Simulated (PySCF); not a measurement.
Vertical excitations of a molecule CH10Si4 from TDA-PBE/def2-SVPD run with PySCF, as energy in eV (oscillator strength): 4.96 (0.021), 5.15 (0.108), 5.66 (0.029), 5.70 (0.033), 5.85 (0.011), 5.90 (0.002), 5.99 (0.006), 6.08 (0.021), 6.18 (0.016), 6.25 (0.116). Lowest triplet (TDA): 4.49 eV. Geometry: ωB97X-D3(BJ)/def2-SVP. One conformer was computed; it need not be the lowest.

**Question.** Which structure fits?
A) C[SiH]1[SiH2][SiH2][SiH2]1
B) C1[SiH2][SiH2][SiH2][SiH2]1
C) [SiH3]C1[SiH2][SiH2][SiH2]1
D) [SiH3][Si@@H]1C[SiH2][SiH2]1

**Answer.** D, [SiH3][Si@@H]1C[SiH2][SiH2]1
